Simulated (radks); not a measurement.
All-electron atom: Pt50+ in [Ar] 3d10 (the NIST ground configuration).

Calculated with a radial shooting solver on a logarithmic mesh with Libxc functionals: non-relativistic Kohn-Sham, TPSS, spin-polarised, spherical densities, point nucleus; meta-GGA in the generalised Kohn-Sham scheme; relativity is left out, which matters for an element this heavy.

Energy parts (eV):
| part | energy |
|---|---|
| total | -421728.20 |
| kinetic | 421684.60 |
| electron-nucleus | -912582.91 |
| Hartree | 75541.67 |
| exchange-correlation | -6371.56 |

Orbitals (lengths in bohr, moments of r in powers of bohr; <r^-3> diverges for s and p1/2; r(90%) holds 90 % of the orbital's charge):
| orbital | occ. | eigenvalue (eV) | <r> | r(90%) | <r^-3> |
|---|---|---|---|---|---|
| 1s | 2 | -73892.88 | 0.01940 | 0.0345 | - |
| 2s | 2 | -14479.72 | 0.08159 | 0.125 | - |
| 2p | 6 | -14024.88 | 0.06896 | 0.111 | 16830 |
| 3s | 2 | -5246.174 | 0.2016 | 0.292 | - |
| 3p | 6 | -5038.887 | 0.1917 | 0.284 | 3848 |
| 3d | 10 | -4663.085 | 0.1669 | 0.256 | 685.7 |

The highest occupied level is 3d at -4663.1 eV. For comparison, the ionisation energy in NIST's Atomic Spectra Database is 4715 eV (measured). In exact Kohn-Sham theory the highest level is minus the ionisation energy, but local and semilocal functionals leave it too shallow, through self-interaction and a potential that decays too fast; potentials with the right tail come closer. The density falls to 0.001 e/bohr^3 at r = 0.63 bohr. Summed over all electrons, <r^2> = 0.7203 bohr^2, which gives a Langevin (diamagnetic) susceptibility term of -0.57 x 10^-6 cm^3/mol. Virial ratio -V/T = 2.00010. The electron density at the nucleus is 3.39e+05 e/bohr^3.
